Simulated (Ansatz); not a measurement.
Isomers of Ge3F5 (doublet), relaxed with r2SCAN-D4/def2-SVP; total energies from Ansatz at PBE0-D4/def2-TZVP.

```json
{"isomer": "A", "description": "point group not assigned; 6 × F–Ge 1.73 to 2.00 Å; 2 × Ge–Ge 2.61 to 2.74 Å", "energy (Eh)": "-6729.41207"}
{"isomer": "B", "description": "point group not assigned; 6 × F–Ge 1.74 to 1.99 Å; 2 × Ge–Ge 2.65 to 2.67 Å", "energy (Eh)": "-6729.41184"}
```

The isomers come from a short search, and lower ones may exist.

Problem. Work out the relative energies (1 Eh = 2625.5 kJ/mol) and the Boltzmann populations at 500 K from electronic energies alone (R = 8.314 J/mol/K).

Solution. ΔE: A 0.0, B 0.6 kJ/mol. RT = 4.16 kJ/mol. Factors exp(−ΔE/RT): A 1, B 0.866; sum 1.866. Populations: A 53.6 %, B 46.4 %. Zero-point energy, vibrational entropy and symmetry numbers are left out and can shift these; an error of 4 kJ/mol changes a ratio by a factor of 2.6. Over the other density-functional and correlated levels in def2 sets, the gap between A and B ranges from -4 to 1 kJ/mol.
